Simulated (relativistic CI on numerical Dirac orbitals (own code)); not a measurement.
**Electric-dipole transitions in Tl77+**

These numbers are calculated, not measured: Dirac-Coulomb-Breit CI, KLI orbitals optimised for each configuration, QED by a radiative potential, unscaled Slater integrals (own radial code, finite nucleus).

Configuration list (outside the closed core 1s2): 2s2, 2s.2p, 2p2, 2p.3s, 2p.3p, 2s.3s, 2s.3p, 2s.3d, 2s.4s, 2s.4p, 2s.4d, 2s.4f, 3s2, 3s.3p, 3p2. Levels of other configurations are missing.

```csv
λ vac (nm),Lower,Upper,A (s⁻¹),E lower (eV),E upper (eV)
0.06775,2s.2p 3P°_1 [3],2s.4d 3D_2 [42],8.36e+14,241.6,18542.6
0.07670,2s.2p 3P°_2 [5],2s.4d 3D_3 [43],7.99e+14,2450.3,18615.1
0.08619,2s.2p 3P°_2 [5],2p.3p 3D_3 [31],6.78e+14,2450.3,16835.1
0.08639,2s.2p 3P°_1 [3],2p.3p 3D_2 [26],4.54e+14,241.6,14592.9
0.08640,2s2 1S_0 [1],2s.3p 1P°_1 [20],9.25e+14,0.0,14350.6
0.08747,2s.2p 3P°_0 [2],2s.3d 3D_1 [21],1.57e+15,204.6,14379.1
0.08766,2s.2p 3P°_1 [3],2s.3d 3D_2 [22],2.43e+15,241.6,14384.8
0.09024,2s.2p 3P°_2 [5],2p.3p 3D_2 [30],5.57e+14,2450.3,16189.3
0.09025,2s.2p 3P°_2 [5],2p.3p 3P_1 [29],9.12e+14,2450.3,16188.2
0.09065,2s2 1S_0 [1],2s.3p 3P°_1 [13],7.22e+14,0.0,13677.4
0.09084,2s.2p 3P°_1 [3],2p.3p 3D_1 [17],7.78e+14,241.6,13890.6
0.09092,2s.2p 1P°_1 [6],2p.3p 3D_2 [30],5.53e+14,2552.9,16189.3
0.10244,2s.2p 3P°_2 [5],2s.3d 3D_3 [23],2.46e+15,2450.3,14553.9
0.10298,2s.2p 1P°_1 [6],2p.3p 3D_2 [26],7.72e+14,2552.9,14592.9
0.10323,2s.2p 1P°_1 [6],2s.3d 1D_2 [24],1.43e+15,2552.9,14563.1
0.10389,2s.2p 3P°_2 [5],2s.3d 3D_2 [22],4.14e+14,2450.3,14384.8
0.25484,2s.3p 3P°_1 [13],2s.4d 3D_2 [42],2.02e+14,13677.4,18542.6
0.29018,2s.3p 3P°_2 [19],2s.4d 3D_3 [43],2.58e+14,14342.3,18615.1
0.29029,2s.3p 1P°_1 [20],2s.4d 1D_2 [44],2.34e+14,14350.6,18621.7
0.29203,2s.3d 3D_1 [21],2s.4f 3F°_2 [46],4.48e+14,14379.1,18624.8
0.29244,2s.3d 3D_2 [22],2s.4f 3F°_3 [45],4.92e+14,14384.8,18624.4
0.30196,2s.3d 3D_3 [23],2s.4f 3F°_4 [47],5.12e+14,14553.9,18659.8
0.30252,2s.3d 1D_2 [24],2s.4f 1F°_3 [48],3.21e+14,14563.1,18661.5
0.30473,2p.3p 3D_2 [26],2s.4f 1F°_3 [48],1.64e+14,14592.9,18661.5
0.48139,2s.2p 3P°_2 [5],2p2 3P_2 [9],2.25e+13,2450.3,5025.9
0.48566,2s2 1S_0 [1],2s.2p 1P°_1 [6],2.92e+13,0.0,2552.9
0.48789,2s.2p 3P°_1 [3],2p2 1D_2 [8],2.10e+13,241.6,2782.9
0.50135,2s.2p 1P°_1 [6],2p2 3P_2 [9],2.03e+13,2552.9,5025.9
1.6338,2s.3s 3S_1 [11],2s.3p 3P°_2 [19],3.54e+12,13583.5,14342.3
1.7006,2p.3s 3P°_2 [27],2p.3p 3D_3 [31],3.21e+12,16106.0,16835.1
```

Terms are leading LS components. Brackets give the number of a level in order of energy, since labels repeat. The list gives strong lines, with weight on those to low levels, without lines whose two gauges differ by over a factor of 2.5, among the lowest 48 of 58 levels, so that lines to higher ones, which can be the strongest, are missing. Levels whose partners in the same complex of configurations lie outside the list can be far off, and so can their lines. Rates are taken at the computed energies, electric ones in the length gauge.

At this charge energies of transitions that change n are usually good to better than 1 %, and those within a shell (Δn = 0) to a few per cent.

LS names give the leading component of a level, which can be under half, so a name can repeat, a term be missing and a line seem to break the LS rules.
